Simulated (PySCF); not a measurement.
**How a change of structure moves an absorption spectrum**

The calculation used TDDFT wB97X-D/def2-SVPD, vertical, gas phase, core orbitals frozen in the response (PySCF 2.14.0, density-fitted response routines). Geometries: GFN2-xTB; one conformer of each isolated species. Triplets are in the Tamm–Dancoff approximation. 'Strongest' means the level of largest summed f among the lowest 8 singlets; it needn't be the same kind of state in each.

Parent: `FC(F)=C(F)C[SiH3]`, with lowest singlet excitation energy 6.46 eV, lowest triplet energy 4.55 eV, mean static polarisability 66.9 au, oscillator strength of the strongest level 0.51, HOMO energy -9.03 eV, energy of the strongest computed level 7.42 eV. Its spectrum: 192 nm (f 0.007); 180 nm (f 0.026); 167 nm (f 0.514); 159 nm (f 0.029); 159 nm (f 0.017).

Shifts from the parent:

| change | SMILES | Δ S1 (eV) | Δ T1 (eV) | Δ α (au) | Δ f (strongest) | Δ HOMO (eV) | Δ strongest (eV) |
| --- | --- | --- | --- | --- | --- | --- | --- |
| H on Si replaced by CH3 | C[SiH2]CC(F)=C(F)F | -0.04 | 0.00 | +11.6 | -0.12 | +0.15 | +0.01 |
| H on Si replaced by OH | O[SiH2]CC(F)=C(F)F | -0.05 | 0.00 | +1.4 | -0.16 | -0.07 | +0.25 |
| H on Si replaced by Cl | FC(F)=C(F)C[SiH2]Cl | -0.15 | -0.02 | +11.0 | -0.22 | -0.19 | +0.22 |

Problem. Predict the same shifts for this change: H on Si replaced by F (`F[SiH2]CC(F)=C(F)F`).

Solution. Δ lowest singlet excitation energy -0.25 eV, Δ lowest triplet energy +0.01 eV, Δ mean static polarisability -3.2 au, Δ oscillator strength of the strongest level -0.06, Δ HOMO energy -0.23 eV, Δ energy of the strongest computed level +0.28 eV. Spectrum: 200 nm (f 0.013); 175 nm (f 0.008); 172 nm (f 0.056); 161 nm (f 0.458); 154 nm (f 0.035). S1 falls most with H on Si replaced by F (-0.25 eV); all changes lower it. S1 is simply the lowest singlet of each species and needn't be the same kind of state throughout. Over these 4 changes the shifts of S1 and of the HOMO–LUMO gap correlate with r = 0.87.

Lowest levels of each derivative:
- `C[SiH2]CC(F)=C(F)F`: 6.42 eV (f 0.008); 6.94 eV (f 0.010); 7.43 eV (f 0.392)
- `F[SiH2]CC(F)=C(F)F`: 6.20 eV (f 0.013); 7.10 eV (f 0.008); 7.23 eV (f 0.056)
- `O[SiH2]CC(F)=C(F)F`: 6.41 eV (f 0.021); 6.99 eV (f 0.018); 7.14 eV (f 0.146)
- `FC(F)=C(F)C[SiH2]Cl`: 6.31 eV (f 0.031); 7.03 eV (f 0.042); 7.26 eV (f 0.196)
